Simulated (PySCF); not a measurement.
# [Nd(O2)]+ at several levels of theory

Computed with PySCF 2.14.0 (density fitting, no spin-orbit coupling) at the geometry relaxed with BP86:

```xyz
3
[Nd(O2)]+ (singlet in the valence; each metal's 4f electrons, 3 of them, lie in its core potential, out of spins and levels)
Nd    0.0000    0.0000   -0.2264
O     0.7490    0.0000    1.6673
O    -0.7490    0.0000    1.6673
```

```json
{"level": "BP86", "basis": "Nd lcecp-1-SVP with ECP49, O def2-SVP", "state": "singlet", "HOMO (eV)": "-10.90", "gap (eV)": "2.79", "charge on Nd1 (e)": "1.32", "population of f-type functions on Nd1 (polarisation alone where 4f lies in the core)": "0.08", "dipole about the centre of mass (D)": "7.29", "largest force component (eV/Å)": "0.00"}
{"level": "revPBE", "basis": "the same", "state": "singlet", "HOMO (eV)": "-10.73", "gap (eV)": "2.58", "charge on Nd1 (e)": "1.31", "population of f-type functions on Nd1 (polarisation alone where 4f lies in the core)": "0.08", "dipole about the centre of mass (D)": "7.26", "largest force component (eV/Å)": "0.12"}
{"level": "BP86", "basis": "Nd lcecp-1-TZVP with ECP49, O def2-TZVP", "state": "singlet", "HOMO (eV)": "-10.78", "gap (eV)": "2.77", "charge on Nd1 (e)": "1.58", "population of f-type functions on Nd1 (polarisation alone where 4f lies in the core)": "0.08", "dipole about the centre of mass (D)": "7.45", "largest force component (eV/Å)": "0.46"}
```

In the lcecp rows the 4f levels are missing from HOMO and gap, and the state counts the valence alone.

Charges are Mulliken's, which hang on the basis. The relaxation used the grid (50, 194), these runs (75, 302) or, all-electron (x2c bases, spin-free X2C Hamiltonian), (99, 590).

Q: A further run in the first row's basis gives HOMO (eV) -12.13, gap (eV) 4.62, charge on Nd1 (e) 1.43, population of f-type functions on Nd1 (polarisation alone where 4f lies in the core) 0.09, dipole about the centre of mass (D) 8.15, largest force component (eV/Å) 1.06. Which level was it?
A. PBE0
B. wB97X
C. BLYP

A: A. The others give HOMO -14.33 eV (wB97X); -10.68 eV (BLYP).

In the first row's basis the gap widens with exact exchange: 2.4 to 2.8 eV for BLYP, revPBE, BP86 (none); 4.6 eV for PBE0 (a fixed share); 8.9 eV for wB97X (rising or full at long range).

An lcecp potential fixes the number of 4f electrons, so in runs with it no electron can move into or out of that shell.
